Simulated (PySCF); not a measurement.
CaCl2, SMILES [Cl][Ca][Cl].

The structure is a stationary point at r2SCAN-D4/def2-TZVP. The isomer is the one that the SMILES or the coordinates give; other isomers of the formula were not compared.

Level of theory: PBE/def2-TZVPD run with PySCF.

Gas-phase values at a fixed geometry.

```yaml
total_energy: -1597.59236 hartree
point_group: D∞h
highest_occupied_level: -7.01 eV
lowest_empty_level: -2.89 eV
orbital_gap: 4.13 eV
dipole_moment: 0.00 D
quadrupole, principal values (traceless, Buckingham form, about the centre of nuclear charge): -29.18, 14.59, 14.59 D·Å
mean_static_polarisability: 61.3 bohr³ (9.08 Å³)
polarisability_principal_values: 50.7, 50.7, 82.4 bohr³
```
